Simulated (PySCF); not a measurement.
Co (cobalt, neutral) across methods

[Ar] 3d6 4s2 5s1, high-spin 6D determinant (an excited configuration). Computed with PySCF 2.14 in aug-cc-pwCVTZ (10s9p7d4f3g, 127 functions), with the non-relativistic Hamiltonian (point nucleus).

| method | E (hartree) | mean ε 4s α (eV) | mean ε 4s β (eV) | mean ε 5s α (eV) | Σ⟨r²⟩ (bohr²) | ⟨S²⟩ |
| --- | --- | --- | --- | --- | --- | --- |
| BP86 | -1382.543 | -10.975 | -10.085 | -1.821 | 91.21 | 8.754 |
| M06 | -1382.305 | -12.017 | -10.995 | -1.769 | 91.68 | 8.754 |
| PBE0 | -1382.131 | -11.682 | -10.732 | -2.051 | 93.54 | 8.754 |
| r2SCAN | -1382.322 | -10.992 | -10.151 | -1.740 | 93.00 | 8.758 |
| LDA | -1379.761 | -11.073 | -10.153 | -1.742 | 91.53 | 8.753 |
| PBE | -1382.095 | -10.810 | -9.879 | -1.775 | 91.90 | 8.753 |
| UHF | -1381.11340 | -13.578 | -12.401 | -2.558 | 100.4 | 8.757 |

Question: Estimate the same row for M06-L.

Answer: E (hartree) = -1382.292; mean ε 4s α (eV) = -10.627; mean ε 4s β (eV) = -9.984; mean ε 5s α (eV) = -1.599; Σ⟨r²⟩ (bohr²) = 93.34; ⟨S²⟩ = 8.763.

The outer electron is Rydberg-like, and this basis confines it to a smaller radius and binds it less than a complete one would.
